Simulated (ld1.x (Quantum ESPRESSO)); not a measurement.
# Building the PAW potential for titanium (PBE, scalar-relativistic).

```
Element                 : titanium (Ti)
Generator               : ld1.x (Quantum ESPRESSO) 7.5
Type                    : PAW
Functional              : PBE
Relativity              : scalar-relativistic
Frozen core             : [Ar]
Valence charge          : 4
Reference configuration : 3d2 4s2 4p0
Partial waves           : 4s (bound): rcut 2.40, rcutus 3.25 bohr; 4s channel at 2.4 Ry: rcut 2.40, rcutus 3.25 bohr; 4p (bound, empty): rcut 2.35, rcutus 2.85 bohr; 4p channel at 5.2 Ry: rcut 2.35, rcutus 2.85 bohr; 3d (bound): rcut 1.45, rcutus 1.65 bohr; 3d channel at 0.05 Ry: rcut 1.45, rcutus 1.65 bohr; 4f channel at -0.2 Ry: rcut 2.65, rcutus 3.45 bohr; 4f channel at 1.7 Ry: rcut 2.65, rcutus 3.45 bohr
Local potential         : all-electron potential smoothed inside 2.10 bohr (lloc = -1)
Core correction         : a·sin(br)/r model core, default radius (core density twice the valence density)
Augmentation charge     : BESSEL, radius 1.40 bohr
```

All-electron outer shells of the reference configuration (PBE, scalar-relativistic, ld1.x):

```json
{"shell": "3s", "level (eV)": "-62.63", "outermost node (bohr)": "0.40", "outermost maximum (bohr)": "0.87"}
{"shell": "3p", "level (eV)": "-38.86", "outermost node (bohr)": "0.37", "outermost maximum (bohr)": "0.90"}
{"shell": "4s", "level (eV)": "-4.47", "outermost node (bohr)": "1.24", "outermost maximum (bohr)": "2.92"}
{"shell": "3d", "level (eV)": "-4.26", "outermost node (bohr)": "–", "outermost maximum (bohr)": "0.98"}
{"shell": "4p", "level (eV)": "-1.47", "outermost node (bohr)": "1.39", "outermost maximum (bohr)": "3.80"}
```

Calculated quality:

```json
{
  "Cutoffs needed": "35 Ry and 50 Ry (the cutoffs (Ry, on a coarse ladder) from which the occupation-weighted sum of valence levels, in a spherical-Bessel basis at the reference potential, stays within 10 and 1 mRy of its value at 400 Ry)",
  "Ghost test": "no extra level below or beside the all-electron valence levels (s, p, d, f tested) (spherical-Bessel basis up to 400 Ry, 20 bohr box)",
  "Configuration tests": "test run stopped at test 4 of 7 (negative rho)",
  "Lowest eigenvalue of the overlap operator": "0.19 (p channel)"
}
```

Generation and tests took about 2.1 s on one core of a shared server CPU.
